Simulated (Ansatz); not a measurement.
A run for Ansatz (an electronic-structure program): R-wB97X-V/def2-TZVPP on C4H4N2 (SMILES N#CCCC#N), a point of a torsion scan.

Ansatz 0.2 input:
```yaml
crystal:
  periodic: [false, false, false]
  atoms:
    - {symbol: N, position_ang: [-2.28779957, -0.00131308, 1.26865820]}
    - {symbol: C, position_ang: [-1.50364524, 0.25730331, 0.47941838]}
    - {symbol: C, position_ang: [-0.49862521, 0.55258516, -0.51114088]}
    - {symbol: C, position_ang: [0.69148106, -0.41776775, -0.37180207]}
    - {symbol: C, position_ang: [1.45805136, -0.44805816, -1.59243949]}
    - {symbol: N, position_ang: [2.04459409, -0.45941198, -2.57248011]}
    - {symbol: H, position_ang: [-0.95745828, 0.44297532, -1.49955651]}
    - {symbol: H, position_ang: [-0.16991585, 1.58887408, -0.39821386]}
    - {symbol: H, position_ang: [1.33922984, -0.12125028, 0.45716799]}
    - {symbol: H, position_ang: [0.32689456, -1.43210458, -0.17775956]}
basis:
  gaussian:
    orbitals: def2-TZVPP
hamiltonian:
  xc: {name: wB97X-V}
scf: {lower_state_search: off}
```

It printed:

```
WARN ansatz: RAYON_NUM_THREADS=6 ignored (pool sized by the plan → 6); use --threads N
Functional definition: wB97X-V
these checks for a lower state are left out or cut short: stability, starts, cluster_reference, orbital_swaps, neighbouring_geometries, increment
integrals: 0.20 GiB planned
1266 factors; their error is unknown
integrals: 0.24 GiB planned
300 factors; integrals over basis functions are off by at most 8.6e-6 eV
mean field: 1.85 GiB planned
mean field evaluation 1: about -7186.7648 eV, gradient 5.3e1 eV
mean field evaluation 2: about -7185.3998 eV, gradient 6.2e1 eV
mean field evaluation 4: about -7192.5162 eV, gradient 2.1e0 eV
mean field evaluation 8: about -7192.5356 eV, gradient 2.8e-2 eV
mean field evaluation 16: about -7192.5278 eV, gradient 1.2e-4 eV
mean field -7192.52778624 eV, -264.3205208739 hartree, gradient 5.2e-6 eV, S^2 0.000000; 0 other end points of the search recorded, 0 dependent functions left out
reference -7192.52778440 eV, -264.3205208063 hartree; 21, 21 occupied and 221, 221 virtual orbitals, 1266 factors
Total energy: -7192.52778440 eV, -264.3205208063 hartree
Checks for a lower state left out: stability, starts, cluster_reference, orbital_swaps, neighbouring_geometries, increment
```

Self-consistency was reached.

Cost: around 9 core-seconds (rough).
